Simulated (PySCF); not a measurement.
Simulation results for ClH$_{4}$NOSi, H$_{3}$NOSi

All values are calculated (PySCF 2.14.0). Calculation on a computer-drawn molecule: the log of a Hartree-Fock and frozen-core CCSD(T) single point meant for a local Hartree-Fock minimum, with one planted fault or none, to be diagnosed. Offsets are logged minus clean, where the clean run is the same molecule without the fault. The reference is restricted for singlets and unrestricted otherwise, and also for a bond in bohr or an excited solution. Adding or removing an electron swaps singlet and doublet. The excited solution moves the top pair (singlet) or top alpha electron (doublet) to the lowest empty orbital. Highest occupied and lowest empty are orbital energies over both spins, largest force is the largest gradient component, triples share is (T) over the correlation energy, the T1 limit is 0.02 restricted and 0.045 unrestricted, electrons count all cores, a negative frequency is imaginary (commonest isotopes), and the dipole is about the centre of nuclear charge.

Common to all runs: meant charge 0; meant multiplicity 1; meant basis cc-pV(D+d)Z; logged SCF converged yes; possible faults no fault, one electron removed, one electron added, multiplicity raised by two, geometry at a saddle point, SCF held on an excited solution, minimal basis STO-3G, one bond length entered in bohr, all coordinates scaled.

```json
{"entry": 1, "formula": "ClH4NOSi", "logged_structure": {"atoms_angstrom": [["N", 1.0049, -1.1477, -1.5708], ["Si", -0.6443, -1.5039, -1.5467], ["O", -1.0458, -2.0782, -3.0211], ["Cl", -1.1983, -2.9813, -0.1741], ["H", 1.6633, -1.8055, -1.9436], ["H", 1.4135, -0.5905, -0.8453], ["H", -1.3935, -0.3148, -1.1346], ["H", -1.7583, -2.6954, -3.0931]]}, "given": {"logged_electrons": 50, "logged_basis_functions": 32, "logged_spin_squared": 0.0, "logged_highest_occupied [eV]": -9.2217, "logged_lowest_empty [eV]": 9.8293, "logged_largest_force [hartree/bohr]": 0.039142, "logged_T1_diagnostic": 0.0092264, "logged_D1_diagnostic": 0.037227, "logged_triples_share": 0.018476, "logged_CC_converged": "yes", "logged_dipole_magnitude [debye]": 1.6776, "logged_SCF_stable_within_its_kind": "yes", "logged_energy_HF [hartree]": -870.18242, "logged_energy_CCSD(T) [hartree]": -870.33019, "drawn_bonds_atom": [1, 2, 2, 1, 1, 2, 3], "drawn_bonds_other_atom": [2, 3, 4, 5, 6, 7, 8], "drawn_bonds_order": [1, 1, 1, 1, 1, 1, 1]}, "results": {"planted_fault": "minimal basis STO-3G", "HF_energy_offset_from_clean_run [kcal/mol]": 6305, "CCSD(T)_energy_offset_from_clean_run [kcal/mol]": 6615}}
{"entry": 2, "formula": "ClH4NOSi", "logged_structure": {"atoms_angstrom": [["N", 1.0049, -1.1477, -1.5708], ["Si", -0.6443, -1.5039, -1.5467], ["O", -1.0458, -2.0782, -3.0211], ["Cl", -1.1983, -2.9813, -0.1741], ["H", 1.6633, -1.8055, -1.9436], ["H", 1.4135, -0.5905, -0.8453], ["H", -1.3935, -0.3148, -1.1346], ["H", -1.7583, -2.6954, -3.0931]]}, "given": {"logged_electrons": 49, "logged_basis_functions": 94, "logged_spin_squared": 0.7604, "logged_highest_occupied [eV]": -17.344, "logged_lowest_empty [eV]": -7.2784, "logged_largest_force [hartree/bohr]": 0.14103, "logged_T1_diagnostic": 0.027655, "logged_D1_diagnostic": 0.18092, "logged_triples_share": 0.023688, "logged_CC_converged": "yes", "logged_dipole_magnitude [debye]": 6.8019, "logged_SCF_stable_within_its_kind": "yes", "logged_energy_HF [hartree]": -879.89122, "logged_energy_CCSD(T) [hartree]": -880.49976, "drawn_bonds_atom": [1, 2, 2, 1, 1, 2, 3], "drawn_bonds_other_atom": [2, 3, 4, 5, 6, 7, 8], "drawn_bonds_order": [1, 1, 1, 1, 1, 1, 1]}, "results": {"planted_fault": "one electron removed", "HF_energy_offset_from_clean_run [kcal/mol]": 212.7, "CCSD(T)_energy_offset_from_clean_run [kcal/mol]": 233.5}}
{"entry": 3, "formula": "ClH4NOSi", "logged_structure": {"atoms_angstrom": [["N", 1.0049, -1.1477, -1.5708], ["Si", -0.6443, -1.5039, -1.5467], ["O", -1.0458, -2.0782, -3.0211], ["Cl", -1.1983, -2.9813, -0.1741], ["H", 1.6633, -1.8055, -1.9436], ["H", 1.4135, -0.5905, -0.8453], ["H", -1.3935, -0.3148, -1.1346], ["H", -1.7583, -2.6954, -3.0931]]}, "given": {"logged_electrons": 50, "logged_basis_functions": 94, "logged_spin_squared": 0.0, "logged_highest_occupied [eV]": -2.8526, "logged_lowest_empty [eV]": -5.5035, "logged_largest_force [hartree/bohr]": 0.17395, "logged_CC_converged": "no", "logged_dipole_magnitude [debye]": 3.287, "logged_SCF_stable_within_its_kind": "no", "logged_energy_HF [hartree]": -879.52429, "drawn_bonds_atom": [1, 2, 2, 1, 1, 2, 3], "drawn_bonds_other_atom": [2, 3, 4, 5, 6, 7, 8], "drawn_bonds_order": [1, 1, 1, 1, 1, 1, 1]}, "results": {"planted_fault": "SCF held on an excited solution", "HF_energy_offset_from_clean_run [kcal/mol]": 442.9}, "notes": ["CCSD not converged"]}
{"entry": 4, "formula": "H3NOSi", "logged_structure": {"atoms_angstrom": [["N", 1.5893, -0.3717, 1.9793], ["Si", 0.6255, -1.4312, 1.1253], ["O", -0.8401, -1.6601, 1.3218], ["H", 2.5689, -0.2535, 1.8099], ["H", 1.24, 0.211, 2.7158], ["H", 1.4788, -2.1044, 0.1384]]}, "given": {"logged_electrons": 32, "logged_basis_functions": 22, "logged_spin_squared": 0.0, "logged_highest_occupied [eV]": -6.9716, "logged_lowest_empty [eV]": 8.4343, "logged_largest_force [hartree/bohr]": 0.038571, "logged_T1_diagnostic": 0.02251, "logged_D1_diagnostic": 0.085716, "logged_triples_share": 0.054074, "logged_CC_converged": "yes", "logged_dipole_magnitude [debye]": 2.9659, "logged_SCF_stable_within_its_kind": "yes", "logged_energy_HF [hartree]": -414.8583, "logged_energy_CCSD(T) [hartree]": -415.04362, "drawn_bonds_atom": [1, 2, 1, 1, 2], "drawn_bonds_other_atom": [2, 3, 4, 5, 6], "drawn_bonds_order": [1, 2, 1, 1, 1]}, "results": {"planted_fault": "minimal basis STO-3G", "HF_energy_offset_from_clean_run [kcal/mol]": 3247, "CCSD(T)_energy_offset_from_clean_run [kcal/mol]": 3435}, "notes": ["T1 above single-reference limit"]}
```
